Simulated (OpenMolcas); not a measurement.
Os: effect of the active space

```yaml
Program: OpenMolcas 26.06
Method: XMS-CASPT2, IPEA 0.25 Eh, imaginary shift 0.1 Eh
Basis: ANO-RCC-VTZP
Scalar_Hamiltonian: DKH2, point nucleus
Spin-orbit_coupling: state interaction with AMFI integrals over the reference wave functions, term energies averaged over their components
```

A. 6 electrons in 5 orbitals (5d); 2S+1 = 5 even, 5 roots; 2S+1 = 3 even, 45 roots; 2S+1 = 1 even, 50 roots (44 in the spin-orbit step); closed shells correlated: 5s 5p 6s; CASPT2 step roughly 29 core-seconds
B. 8 electrons in 6 orbitals (5d 6s); 2S+1 = 5 even, 15 roots; 2S+1 = 3 even, 80 roots kept (CI in the orbitals of an earlier block); 2S+1 = 1 even, 58 roots kept (CI in the orbitals of an earlier block); closed shells correlated: 5s 5p; CASPT2 step of the order of 90 core-seconds

Energies in cm-1 above 5d6 6s2 5D4, the measured ground level; measured values from NIST Handbook of Basic Atomic Spectroscopic Data.

```tsv
Level	A	B	Measured
5d6 6s2 5D4	0.0	0.0	0.0
5d6 6s2 5D2 [58 %]	3730	4120	2740
5d6 6s2 5D3	4490	3720	4159
5d6 6s2 5D1	6460	6020	5766
5d6 6s2 5D0	6800	6590	6093
5d6 6s2 3H6	15340	17490
```

Deviations, from unrounded energies. A percentage is the sum of absolute deviations over the sum of measured energies, with the sign that they share, or ± where signs differ.

| Against measurement | Levels | A | B |
| --- | --- | --- | --- |
| mean absolute deviation (cm-1) | 4 | 680 | 640 |
| fine structure of the ground term (%) | 4 | +14.5 | ±13.7 |

B lies closest to measurement on these levels. The largest miss of B in the table is 5d6 6s2 5D2 [58 %], by +1400 cm-1. The ranking rests on the paired levels alone, and a cruder setting can come out closer through cancelling errors.

The spin-orbit steps hold different terms of 5d6 6s2 (B lacks 1D, a 1G, a 3F, a 3P), which shifts levels as well.

The two smallest mean deviations differ by little beside CASPT2's spread within terms, so their order carries little weight.

Between A and B the level of the table that moves most is 5d6 6s2 3H6, by 2200 cm-1 (lowest in A, highest in B). Moves below CASPT2's spread within the term are not significant.

CASPT2 breaks the degeneracy within a term, and the mean is taken; among the terms shown or strongly mixed into the levels shown the widest spread is 1800 cm-1 (5d6 6s2 1I, B). Over all roots computed the reference weight is 0.84 to 0.90 in B; the roots of lowest weight are the least certain, and an intruder state may touch them. Some high roots are left out of the spin-orbit mixing, which shifts the levels that they would mix with (holds for A). With the s shell closed, the reference lacks s² → p², s² → d² and s → d mixing, so excited terms can stand far too high and out of order, with CASPT2 too (holds for A). The CASPT2 spread within a term exceeds the gap to the next term for 5d6 6s2 3H and 5d6 6s2 3F(1), so the order of their levels is uncertain (holds for A). Terms from blocks run as CI alone lack orbitals of their own (holds for B). Configurations are named by rounded mean occupations; where the s occupation lies near a half they are strongly mixed, a name can repeat and a true partner stay unpaired (holds for B). Measured partners are found by configuration, term and J. A level has none where our copy of the source lacks it or the pairing is in doubt (some pairs that miss far off the trend of their configuration count as doubtful), and it then counts in no deviation. Levels of configurations outside the active space are missing. The table leaves out levels that lie high or whose names do not pair safely across all columns.

A share in square brackets marks a mixed level and gives the weight of the term that names it, the lowest over the columns. A number in round brackets counts repeated terms of one configuration in the order of the reference energies.
